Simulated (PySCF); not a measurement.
triaminosilyl (H6N3Si), SMILES N[Si](N)N, multiplicity 2.

Geometry: B3LYP-D3(BJ)/def2-SVP. Other conformers were not sampled.

All values below come from PySCF with TDA-B3LYP/def2-SVPD.

Vertical excitations; the highest root listed may be one member of a degenerate set. Gas-phase values at a fixed geometry.

```json
[
 {"state": "root 1", "energy (eV)": "4.09", "λ (nm)": "303", "f": "0.002", "main pairs": "α HOMO→LUMO 91 %, β HOMO−2→LUMO 8 %"},
 {"state": "root 2", "energy (eV)": "4.20", "λ (nm)": "295", "f": "0.008", "main pairs": "α HOMO→LUMO+1, β HOMO→LUMO (degenerate set)"},
 {"state": "root 3", "energy (eV)": "4.20", "λ (nm)": "295", "f": "0.008", "main pairs": "α HOMO→LUMO+2, β HOMO−1→LUMO (degenerate set)"},
 {"state": "root 4", "energy (eV)": "4.58", "λ (nm)": "271", "f": "0.111", "main pairs": "α HOMO→LUMO+1, α HOMO→LUMO+2, β HOMO→LUMO (degenerate set)"},
 {"state": "root 5", "energy (eV)": "4.58", "λ (nm)": "271", "f": "0.111", "main pairs": "α HOMO→LUMO+2, α HOMO→LUMO+1, β HOMO−1→LUMO (degenerate set)"},
 {"state": "root 6", "energy (eV)": "4.76", "λ (nm)": "260", "f": "0.055", "main pairs": "α HOMO→LUMO 8 %, β HOMO−2→LUMO 88 %"},
 {"state": "root 7", "energy (eV)": "5.84", "λ (nm)": "212", "f": "0.126", "main pairs": "α HOMO→LUMO+3 98 %"},
 {"state": "root 8", "energy (eV)": "6.02", "λ (nm)": "206", "f": "0.005", "main pairs": "α HOMO→LUMO+4, α HOMO→LUMO+7, α HOMO→LUMO+5 (degenerate set)"},
 {"state": "root 9", "energy (eV)": "6.02", "λ (nm)": "206", "f": "0.005", "main pairs": "α HOMO→LUMO+5, α HOMO→LUMO+6, α HOMO→LUMO+4 (degenerate set)"},
 {"state": "root 10", "energy (eV)": "6.16", "λ (nm)": "201", "f": "0.002", "main pairs": "α HOMO→LUMO+7 63 %, α HOMO→LUMO+4 31 %"}
]
```
Unrestricted roots are not spin-pure.
